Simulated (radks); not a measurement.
Xe IV, configuration [Kr] 4d10 5s2 5p2 6s1 (not the ground configuration).

Method: scalar-relativistic Kohn-Sham, PBE, spin-polarised, spherical densities, finite nucleus; open shells are filled with parallel spins first (spin-orbit coupling, left out, can overturn this in heavy ions); Fermi nuclear charge, rms radius 4.7859 fm; computed with a radial shooting solver on a logarithmic mesh with Libxc functionals.

Energy parts (hartree):
| part | energy |
|---|---|
| total | -7443.95683 |
| kinetic | 7827.82520 |
| electron-nucleus | -17945.51844 |
| Hartree | 2859.06187 |
| exchange-correlation | -185.32545 |

Orbitals (lengths in bohr, moments of r in powers of bohr; r(90%) holds 90 % of the orbital's charge):
| orbital | occ. | eigenvalue (hartree) | r(90%) | <r^4> | <1/r> | <r^2> |
|---|---|---|---|---|---|---|
| 1s up | 1 | -1264.553 | 0.0480 | 2.434e-06 | 58.10 | 0.0009638 |
| 1s down | 1 | -1264.548 | 0.0480 | 2.434e-06 | 58.10 | 0.0009638 |
| 2s up | 1 | -198.0259 | 0.177 | 0.0004121 | 13.33 | 0.01549 |
| 2s down | 1 | -198.0238 | 0.177 | 0.0004121 | 13.33 | 0.01549 |
| 2p up | 3 | -177.8442 | 0.163 | 0.0002986 | 12.73 | 0.01228 |
| 2p down | 3 | -177.8407 | 0.163 | 0.0002986 | 12.73 | 0.01228 |
| 3s up | 1 | -41.64793 | 0.450 | 0.01747 | 4.792 | 0.1073 |
| 3s down | 1 | -41.64413 | 0.450 | 0.01747 | 4.792 | 0.1073 |
| 3p up | 3 | -35.12870 | 0.456 | 0.01832 | 4.553 | 0.1074 |
| 3p down | 3 | -35.12442 | 0.456 | 0.01832 | 4.553 | 0.1074 |
| 3d up | 5 | -25.45982 | 0.441 | 0.01582 | 4.312 | 0.09325 |
| 3d down | 5 | -25.45575 | 0.441 | 0.01582 | 4.312 | 0.09324 |
| 4s up | 1 | -8.68076 | 1.03 | 0.4919 | 1.953 | 0.5792 |
| 4s down | 1 | -8.67162 | 1.03 | 0.4903 | 1.953 | 0.5787 |
| 4p up | 3 | -6.61462 | 1.12 | 0.6681 | 1.792 | 0.6645 |
| 4p down | 3 | -6.60474 | 1.11 | 0.6631 | 1.793 | 0.6629 |
| 4d up | 5 | -3.60008 | 1.32 | 1.312 | 1.518 | 0.8864 |
| 4d down | 5 | -3.58483 | 1.31 | 1.276 | 1.523 | 0.8770 |
| 5s up | 1 | -2.01870 | 2.46 | 15.86 | 0.7607 | 3.319 |
| 5s down | 1 | -1.93812 | 2.46 | 15.74 | 0.7669 | 3.296 |
| 5p up | 2 | -1.51538 | 2.83 | 27.47 | 0.6601 | 4.330 |
| 5p down | 0 | -1.43049 | 2.84 | 27.82 | 0.6612 | 4.346 |
| 6s up | 1 | -0.76185 | 5.11 | 300.3 | 0.3558 | 14.78 |

The highest occupied level is 6s up at -20.731 eV. The configuration is held as typed, so some empty levels lie below it. The spin density at the nucleus is 23.50 e/bohr^3 (1s -0.38, 2s 0.17, 3s 0.09, 4s 0.21, 5s -2.67, 6s 26.07). The density falls to 0.001 e/bohr^3 at r = 4.51 bohr.
